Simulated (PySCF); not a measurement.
# Exercise with solution: refractive index and permittivity of the vapour

GaCl2, SMILES [Cl][Ga][Cl], multiplicity 2.

Geometry: PBE-D3(BJ)/def2-TZVP. The spin state was assumed, not searched. The isomer is the one that the SMILES or the coordinates give; other isomers of the formula were not compared.

PBE/def2-TZVPD (PySCF) gives a mean static polarisability of 65.1 bohr³ and a dipole moment of 1.68 D. Take an ideal gas at 298.15 K and 0.01 bar, whether or not the substance is that volatile.

Work out n − 1 in the optical limit and the static ε − 1.


Polarisability volume α' = 65.1 × 0.148185 = 9.65 Å³. Number density N = p/kT = 2.43e-7 Å⁻³.
Dilute limit of Lorentz–Lorenz: n − 1 = 2π N α' = 1.5e-5.
Orientation term of Debye: μ²/(3kT) = 8.098 Å³ × μ²(D²) = 22.86 Å³.
ε − 1 = 4π N (α' + μ²/3kT) = 9.9e-5. Orientation of the dipole supplies 70 % of the static response; it can't follow optical fields. Vibrational polarisation and dispersion are left out.
